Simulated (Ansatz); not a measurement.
## Ansatz (development build ahead of 0.2.0) run

```yaml
crystal:
  periodic: [false, false, false]
  atoms:
    - { symbol: Cu, position_ang: [0.0, 0.0, 0.0] }
    - { symbol: O, position_ang: [0.0, 2.9146, 0.0] }
    - { symbol: Cl, position_ang: [0.0, -3.4445, 0.0] }
basis:
  gaussian: { orbitals: pcseg-2 }
magnetization:
  initial_magnetization: 4
hamiltonian:
  xc: pbe
```

The input is written out in the form of the current development build from the run's settings.

The run gave:

```json
{
  "Converged": "yes",
  "Total energy": "-2175.28924 hartree",
  "Spin squared of the determinant": "6.000",
  "Stability test": "minimum among restricted orbitals"
}
```

Caution: other spin multiplicities may lie lower.
